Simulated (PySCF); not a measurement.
## Ionising BiF

PBE0; basis Bi cc-pVDZ-PP with ECP60, F cc-pVDZ; scalar-relativistic core potentials; PySCF 2.14. Neutral (UKS): triplet (π ↑↑), Re = 2.049 Å, ωe = 573 cm⁻¹, De = 3.45 eV, HOMO -6.05 eV, LUMO -2.66 eV.

BiF⁺ (UKS): doublet (π ↑), Re = 1.986 Å, ωe = 658 cm⁻¹. The energies at the minima are -314.37569 hartree for BiF and -314.06375 for BiF⁺.

Question: Work out the adiabatic ionisation energy, without and with harmonic zero-point energies (1 hartree = 27.2114 eV, 1 eV = 8065.5 cm⁻¹), and the change of the bond length.

Answer: At PBE0: 0.31194 hartree = 8.488 eV between the minima; the zero-point term (658.0 − 573.0)/2 cm⁻¹ = +0.005 eV makes it 8.494 eV. Re changes by -6.3 pm against the neutral. The electron leaves a π orbital; in so polar a molecule the change of length follows mostly from the change of the ionic charges.

Spin–orbit coupling is left out, which matters for elements this heavy, above all for dissociation energies. States were picked by a PBE0 search and need not be the measured ground states.
